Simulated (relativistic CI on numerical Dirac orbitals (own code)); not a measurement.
Sb43+: what numerical and physical settings do to a radial Dirac CI calculation

Reference input:

```
atom Sb  Z=51  charge=43  electrons=8
nucleus A=121  rms_radius_fm=4.6802
hamiltonian dirac-coulomb  breit=on  qed=on  c_scale=1
orbitals kli  potential=per-configuration
slater_scale 1
correlation none
mixing on
grid step=0.0125 r_max=2.9
scf mixing=0.4 start=green max_iterations=150 tolerance=2e-08 node_fill=0.05
configurations
  [He] 2s2 2p4
  [He] 2s 2p5
  [He] 2p6
end
```

Computed lowest total energy -4412.95292 Ha, first excitation 278883.4 cm⁻¹, 25 SCF steps. Runs with settings changed; * marks those that are bad on purpose (the QED terms keep the true α when c is scaled):

| Changed | Outcome | Lowest level | ΔE (Ha) | First excitation (cm⁻¹) | SCF steps | Message |
| --- | --- | --- | --- | --- | --- | --- |
| nuclear radius 4.2122 fm | converged | 2s2.2p4 3P_2 | -0.0313 | 278885.2 | 25 |  |
| speed of light × 1.25, node fill of the KLI weights 0.2, QED terms off | converged | 2s2.2p4 3P_2 | 51.8 | 259068.3 | 24 |  |
| Breit term off | converged | 2s2.2p4 3P_2 | -3.33 | 258385.7 | 25 |  |
| nuclear radius 5.1482 fm, end of the grid at 1.45 bohr | converged | 2s2.2p4 3P_2 | 0.0341 | 278881.4 | 25 |  |
| Slater scale 0 * | converged | 2s2.2p4 3P_2 | 0.187 | 22294.3 | 25 |  |
| end of the grid at 0.72 bohr * | not converged |  |  |  | 8 | orbital 2s not found |
